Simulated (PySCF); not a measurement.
## Relaxation of doublet RuF₃

These are results of UB3LYP/[Ru def2-SVP with ECP28, F def2-SVP], scalar-relativistic core potentials, density fitting, no spin–orbit coupling, PySCF, not measurements. A (50,194) grid was used.

A hand-made trigonal planar start, of D3h symmetry, held to at least that symmetry:

Coordinates in bohr (charge 0 multiplicity 2):
```
Ru    0.0000    0.0000    0.0000
F     3.5716    0.0000    0.0000
F    -1.7858    3.0931    0.0000
F    -1.7858   -3.0931    0.0000
```

Problem. What does it relax to?

Solution. It ends at D3h with Ru–F 1.830 Å (×3); F–Ru–F 120.0° (×3). A frequency run shows a minimum. Other isomers or separated fragments may lie lower.

Problem. How much energy is released, and in how many steps?

Solution. 12.7 kJ/mol in 3 steps.

With open d or f shells other occupations or spin states may lie lower.

The relaxation took roughly 16 core-seconds on a shared host.
